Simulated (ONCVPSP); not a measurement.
## What one change does to a pseudopotential (lithium (Li), ONCV)

| Quantity | Value |
| --- | --- |
| Element | Li (Z = 3) |
| Generator | ONCVPSP 4.0.1 |
| Type | optimised norm-conserving Vanderbilt (ONCV) |
| Functional | LDA (Perdew-Wang 92) |
| Relativity | scalar-relativistic |
| Frozen core | [He] |
| Valence charge | 1 |
| Reference configuration | 2p1 |
| Partial waves | s scattering state at 0.05 Ha: rc 3.25 bohr, ncon 4, nbas 9, qcut 2.5 1/bohr, 3 projectors, debl 1.5 Ha; 2p: rc 4.00 bohr, ncon 4, nbas 8, qcut 2.1 1/bohr, 2 projectors, debl 1 Ha; d scattering state at 0.22 Ha: rc 3.55 bohr, ncon 5, nbas 9, qcut 2.9 1/bohr, 2 projectors, debl 2.8 Ha |
| Local potential | polynomial inside 3.20 bohr (lpopt 3, dvloc0 0 Ha) |
| Core correction | Teter function, fcfact 4.75, rcfact 1.2 |

All-electron outer shells of the reference configuration (LDA (PZ), scalar-relativistic, ld1.x):

```
shell  level (eV)  outermost node (bohr)  outermost maximum (bohr)
   1s      -52.54                      –                      0.36
   2p       -1.58                      –                      3.81
```

Change: p: rc 4.28.

Cutoffs: the cutoffs (Ha) at which the residual kinetic energy of the hardest occupied pseudo-wave falls to 1 and 0.1 mHa per electron; they do not see the model core or the augmentation charge, which bear on the density cutoff. Errors are all-electron minus pseudo energies relative to the spin-unpolarised reference configuration.

**Question.** Predict the effect on cutoff, ghosts and configuration errors.

**Answer.** The potential gets softer (1.6 Ha and 2.9 Ha → 1.4 Ha and 2.3 Ha); neither file shows a bound ghost. A larger radius leaves more room for a smooth pseudo-wave, so fewer plane waves are needed.

| quantity | base | changed |
| --- | --- | --- |
| cutoff, loose | 1.6 Ha | 1.4 Ha |
| cutoff, tight | 2.9 Ha | 2.3 Ha |
| bound ghosts | none | none |
| GHOST(+) flags under 300 eV | none | none |
| error for 2s1 2p0, meV [ΔE -1.75 eV] | -10.0 | -11 |
| error for 2s0.5 2p0, meV [ΔE 0.29 eV] | +3.8 | +4.5 |
| s: phases at 3.30 bohr within 0.05 rad from the reference energy up to (Ha; the scan ends near 5) | to the end of the scan | to the end of the scan |
| d: phases at 3.61 bohr within 0.05 rad from the reference energy up to (Ha; the scan ends near 5) | 1.4 | 1.4 |
| rms error of d²Exc/dni dnj with the model core, mHa | 1.61 | 1.62 |

Base: The cutoffs count occupied waves only; projector 2 of the d channel, the hardest unoccupied one, needs 22 Ha at the loose tolerance. Changed file: The cutoffs count occupied waves only; projector 2 of the d channel, the hardest unoccupied one, needs 22 Ha at the loose tolerance.
